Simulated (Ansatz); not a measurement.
Species: CH5BNO2 (charge 0, doublet). It need not be the lowest isomer of its formula. 
Coordinates optimised at B3LYP-D3(BJ)/def2-TZVP (Ansatz, a program for electronic structure):
SMILES: [CH2]NB(O)O
```xyz
10

C      1.8460    -0.7063     0.3859
N      0.9293     0.3086     0.1974
B     -0.4662     0.1873    -0.0935
O     -1.1195    -1.0178    -0.1831
O     -1.1694     1.3486    -0.2906
H      1.5961    -1.7044     0.0605
H      2.8742    -0.4512     0.5800
H      1.2822     1.2454     0.3184
H     -0.5873    -1.7820     0.0534
H     -2.1036     1.1866    -0.4523
```
Charge 0, spin multiplicity 2.

Total electronic energies in hartree. Valence correlation only, unless marked. Open shells are spin-unrestricted. Spin-orbit coupling is left out. Non-relativistic. Basis-set limits of correlation are two-point, X^-3; Hartree-Fock from the larger set.

| level | program | energy (Eh) |
|---|---|---|
| PBE0-D4/def2-TZVP | Ansatz + dftd4 | -271.07016 |
| PBE0/def2-TZVP | Ansatz | -271.06525 |
| LC-wPBE-D4/def2-TZVPD | Ansatz + dftd4 | -271.21400 |
| wB97M-V/def2-TZVPD | Ansatz | … |
| B2GP-PLYP-D4/def2-TZVPD | Ansatz + dftd4 | … |
| MP2/CBS(cc-pVTZ,cc-pVQZ) | Ansatz | -270.9297 |
| SCS-MP2/cc-pVTZ | Ansatz | -270.77236 |
| CCSD(T)/6-31G* | Ansatz | -270.48787 |
| CCSD(T)/CBS(cc-pVTZ,cc-pVQZ) | Ansatz | -270.9831 |

Task: Fill in the missing entries.

Result: 
- wB97M-V/def2-TZVPD, energy (Eh): -271.27818
- B2GP-PLYP-D4/def2-TZVPD, energy (Eh): -271.12351
